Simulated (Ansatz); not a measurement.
```tsv
atom	x (Å)	y (Å)	z (Å)
Cl	0.0000	1.6938	0.0000
Cl	0.0000	-1.6938	0.0000
Fe	1.6000	0.0000	0.0000
Cl	2.8300	0.0000	1.7390
Cl	2.8300	0.0000	-1.7390
Fe	-1.6000	0.0000	0.0000
Cl	-2.8300	0.0000	1.7390
Cl	-2.8300	0.0000	-1.7390
```

Basis set: pcseg-2. Charge 0. Computed with Ansatz (development build ahead of 0.2.0); the lowest solution found for each multiplicity.

(1) How do the multiplicities compare at this shape? Give, from the lowest of each method, PBE0 (restricted) for 1, 11.

Answers

(1)

```
          method  multiplicity  E (eV)   <S²>
PBE0, restricted             1   6.829   0.00
PBE0, restricted            11   0.000  30.00
```

Caution: other spin multiplicities may lie lower. Caution for PBE0, restricted: no unrestricted run beside it, a lower state can exist.
